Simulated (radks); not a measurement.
Question: These are the eigenvalues of the occupied orbitals of an atom or ion with whole-number occupations (eV). Calculated with a radial shooting solver on a logarithmic mesh with Libxc functionals: Dirac Kohn-Sham, PBEsol, spin-unpolarised, spherical densities, point nucleus.

1s1/2: -90503.30
2s1/2: -16256.36
2p1/2: -15618.25
2p3/2: -13299.35
3s1/2: -3932.267
3p1/2: -3644.325
3p3/2: -3125.120
3d3/2: -2653.940
3d5/2: -2543.858
4s1/2: -911.0464
4p1/2: -785.9477
4p3/2: -657.8692
4d3/2: -454.6011
4d5/2: -430.6966
5s1/2: -167.9979
4f5/2: -166.7671
4f7/2: -161.2677
5p1/2: -124.2983
5p3/2: -99.0258
5d3/2: -37.2057
5d5/2: -33.9377
6s1/2: -18.0257
6p1/2: -8.3736
6p3/2: -5.7422

Which element is it, and in what charge state? The configuration may be excited. Open shells, if any, fill j = l - 1/2 first.

Answer: Z = 83, bismuth, charge 0: Bi in [Xe] 4f14 5d8 6s2 6p5. The list shows which subshells hold electrons but not how many an open one holds; the 1s level, -3325.9 hartree, gives Z - s = 81.6 by -(Z - s)^2/2, which with screening and relativity narrows Z to a few neighbours, and the depths of the outer levels then fix element, charge and occupations together.
